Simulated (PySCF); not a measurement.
Spectrum to structure. Method: TDDFT CAM-B3LYP/def2-SVPD, vertical, gas phase, core orbitals frozen in the response in PySCF 2.14.0, density-fitted response routines. Geometries: GFN2-xTB, one conformer each.

| state | ν̃ (cm⁻¹) | f | main configurations (H = HOMO, L = LUMO) |
| --- | --- | --- | --- |
| S1 | 32130 | 0.0000 | H-1→L (96%) |
| S2 | 40530 | 0.035 | H→L+1 (97%) |
| S3 | 40940 | 0.300 | H→L (93%) |
| S4 | 42880 | 0.0003 | H-1→L+1 (98%) |
| S5 | 48870 | 0.0000 | H→L+3 (76%), H→L+5 (14%) |
| S6 | 51860 | 0.0025 | H→L+2 (91%) |
| S7 | 51990 | 0.076 | H-2→L (94%) |
| S8 | 57190 | 0.0066 | H→L+4 (85%) |

Triplets computed (Tamm–Dancoff): 3.24, 3.53, 3.77 eV.

Question: Which candidate is it?
A. `C=COC(C)=O`
B. `O[SiH2][Si@H]1C=CCC1`
C. `C=Cc1nnco1`
D. `O=c1ccscc1`
E. `Cc1oc(nn1)OC`

Answer: D. Its S1, at 3.98 eV, is the lowest among the candidates; the nearest of the others has S1 at 5.24 eV. S1 is HOMO-1→LUMO (96%). Löwdin shares by element: HOMO sulfur 32%, carbon 24% or more, oxygen 20% (atoms not listed hold the other 25%); LUMO carbon 49% or more, oxygen 20% (atoms not listed hold the other 31%). At the same level the other candidates give, for their lowest levels:
- `C=Cc1nnco1`: 5.24 eV (f 0.000); 5.54 eV (f 0.464); 6.54 eV (f 0.010); 7.00 eV (f 0.000); 7.14 eV (f 0.027); T1 3.37 eV; HOMO -8.78, LUMO -0.62 eV
- `C=COC(C)=O`: 5.85 eV (f 0.001); 6.66 eV (f 0.447); 7.25 eV (f 0.049); 7.83 eV (f 0.089); 7.99 eV (f 0.003); T1 4.28 eV; HOMO -8.85, LUMO 0.63 eV
- `COc1nnc(C)o1`: 6.33 eV (f 0.001); 6.56 eV (f 0.297); 6.73 eV (f 0.002); 7.45 eV (f 0.013); 7.62 eV (f 0.001); T1 4.61 eV; HOMO -8.53, LUMO 1.17 eV
- `O[SiH2][Si@H]1C=CCC1`: 5.80 eV (f 0.011); 6.35 eV (f 0.026); 6.52 eV (f 0.041); 6.66 eV (f 0.125); 6.87 eV (f 0.010); T1 4.29 eV; HOMO -8.49, LUMO 0.36 eV
